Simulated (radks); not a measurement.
Effect of the nuclear size on neutral scandium, [Ar] 3d1 4s2. All-electron calculation, Dirac Kohn-Sham, PBE, spin-unpolarised, spherical densities, finite nucleus; open shells fill j = l - 1/2 first; Fermi nuclear charge, rms radius 3.5459 fm. Program: a radial shooting solver on a logarithmic mesh with Libxc functionals. The rms radius is varied about that value; shifts are against it.

| rms radius (fm) | total energy shift (eV) | density at nucleus (e/bohr^3) | 1s1/2 shift (meV) | 2s1/2 shift (meV) | 3s1/2 shift (meV) |
|---|---|---|---|---|---|
| 2.9963 | -0.0111 | 7297 | -4.69 | -0.381 | -0.047 |
| 3.3331 | -0.00452 | 7275 | -1.91 | -0.155 | -0.019 |
| 3.5459 | 0 | 7262 | 0.000 | 0.000 | 0.000 |
| 3.6913 | 0.00324 | 7254 | 1.37 | 0.111 | 0.014 |
| 4.1381 | 0.0140 | 7231 | 5.91 | 0.479 | 0.059 |

Slopes of the eigenvalues against <r^2> in GHz/fm^2, as finite differences over the two radii next to the reference (eigenvalue slopes, not the field-shift constants of lines): 1s1/2 315, 2s1/2 25.5, 3s1/2 3.12.
